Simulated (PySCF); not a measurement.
## Dipole moment and polarisability of `C=CP(=O)(C=C)C=C`

C6H9OP.
Structure used (PBE0-D3(BJ)/def2-SVP), in Å, numbered top down from 1:
```xyz
17
C6H9OP angstrom
C     -1.763   -2.070    0.747
C     -0.810   -1.609   -0.065
P     -0.136    0.038    0.260
O     -0.763    0.716    1.442
C     -0.344    0.952   -1.286
C     -0.999    2.114   -1.250
C      1.647   -0.207    0.428
C      2.245    0.219    1.543
H     -2.212   -3.058    0.609
H     -2.113   -1.451    1.580
H     -0.430   -2.196   -0.909
H      0.067    0.545   -2.217
H     -1.158    2.717   -2.149
H     -1.394    2.485   -0.298
H      2.205   -0.696   -0.379
H      3.320    0.100    1.704
H      1.652    0.703    2.326
```

Level: PBE0/def2-SVPD (PySCF), static field, nuclei fixed, core orbitals frozen in the response. The polarisability tensor in these axes (au):

```
x   102.68   3.52   5.98
y     3.52 102.45  -6.62
z     5.98  -6.62  94.59
```

Problem. Give the principal values, the mean and the anisotropy Δα = √{½[(α1 − α2)² + (α2 − α3)² + (α1 − α3)²]}.

Solution. Principal values 87.63, 105.86 and 106.24 au; mean 99.91 au = 14.80 Å³ = 16.47 × 10⁻⁴⁰ C²·m²/J; Δα = 18.42 au (18 % of the mean).

Problem. What is the dipole moment, and where does it point?

Solution. (1.50, -1.61, -2.81) D, 3.57 D in size, pointing from the negative to the positive side. Measured along this direction, the outermost atoms are O4 at the negative end and H15, H12 and H11 at the positive end.

Problem. Estimate the molar refractivity from the static electronic polarisability.

Solution. Lorentz–Lorenz: R = (4π/3)N_A α = 2.5225 cm³/(mol·Å³) × 14.80 Å³ = 37.3 cm³/mol, in the limit of long wavelengths.

Problem. Traceless (Buckingham) quadrupole moment about the centre of nuclear charge: eigenvalues?

Solution. -5.89, 2.87, 3.03 D·Å. The values depend on the origin, since the dipole doesn't vanish. The electronic extent ⟨r²⟩ about the same centre is 1168 bohr², a root-mean-square distance of 2.19 Å for the 68 electrons.

Problem. In TDDFT the mean static polarisability is Σ f/ω² over all singlet excitations (ω in hartree). How much of it do the 6 lowest give? Their energies (eV) and oscillator strengths: 5.44, 0.0000; 5.59, 0.0157; 5.59, 0.0164; 5.64, 0.0015; 6.17, 0.0359; 6.17, 0.0384.

Solution. They add up to 2.24 au, 2.2 % of the 99.91 au; the largest single term is 0.74 au, from the state at 6.17 eV. Terms in order: 0.00, 0.37, 0.39, 0.04, 0.70, 0.74 au. Higher excitations give the rest. The strengths listed sum to 0.108.

One conformer (not necessarily the lowest) at the PBE0-D3(BJ)/def2-SVP geometry, without solvent, vibrations or thermal averaging.
